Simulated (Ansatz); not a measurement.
Gas-phase reaction in SMILES: C[SiH2]O[SiH2]C -> COC[SiH2][SiH3]
Each molecule is optimised on its own at B3LYP-D3(BJ)/def2-TZVP (Ansatz, a first-principles code), one conformer each, not searched for the lowest.

Quantity: isomerisation energy (electronic energy difference), in kcal/mol. Cores are frozen in the correlated levels unless marked. Spin-orbit coupling is left out. No relativistic terms. CBS(X,Y): correlation extrapolated as X^-3; Hartree-Fock from the larger set.

```json
[
 {"level": "HF/aug-cc-pV(D+d)Z", "program": "Ansatz", "isomerisation energy (kcal/mol)": "88.1"},
 {"level": "HF/cc-pVTZ", "program": "Ansatz", "isomerisation energy (kcal/mol)": "96.3"}
]
```

Question: What does CCSD(T)/CBS(cc-pV(T+d)Z,cc-pV(Q+d)Z) (Ansatz) give?

Answer: 95.9 kcal/mol, so HF/cc-pVTZ differs from it by 0.4 kcal/mol.
